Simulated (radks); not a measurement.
The numbers below are computed, except where a source is named.
Removal energies from the palladium ion Pd4+, [Kr] 4d(3/2: 4, 5/2: 2), by Delta-SCF beside the eigenvalue of the level emptied. Code: a radial shooting solver on a logarithmic mesh with Libxc functionals. Model: Dirac Kohn-Sham, BLYP, spin-unpolarised, spherical densities, finite nucleus; Fermi nuclear charge, rms radius of each element as measured or else 0.836 A^(1/3) + 0.57 fm. Sub-shells are occupied by j as written (lower j first in brackets).

removed from                                  final configuration  Delta-SCF (eV)  -eigenvalue (eV)
4d5/2                                     [Kr] 4d(3/2: 4, 5/2: 1)          65.024            56.768
4d3/2                                     [Kr] 4d(3/2: 3, 5/2: 2)          65.702            57.394
4p3/2         [Ar] 3d10 4s2 4p(1/2: 2, 3/2: 3) 4d(3/2: 4, 5/2: 2)          115.82            106.34
4p1/2         [Ar] 3d10 4s2 4p(1/2: 1, 3/2: 4) 4d(3/2: 4, 5/2: 2)          120.71            111.05
